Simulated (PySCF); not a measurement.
A structure optimised at ωB97X-D3(BJ)/def2-SVP, used in a PySCF frequency run:

```xyz
8

C      2.6589     0.7466     0.0000
C      1.4834     0.4621     0.0000
C      0.0988     0.1081     0.0000
Br    -0.2904    -1.7419     0.0000
C     -0.9191     0.9805     0.0000
Cl    -0.6771     2.6779     0.0000
H      3.7035     1.0060     0.0000
H     -1.9611     0.6550     0.0000
```

Write its SMILES, formula and point group.

C#C/C(Br)=C\Cl, C4H2BrCl, Cs

What are its rotational constants (standard atomic weights)?

3.1174, 0.97618, 0.74339 GHz
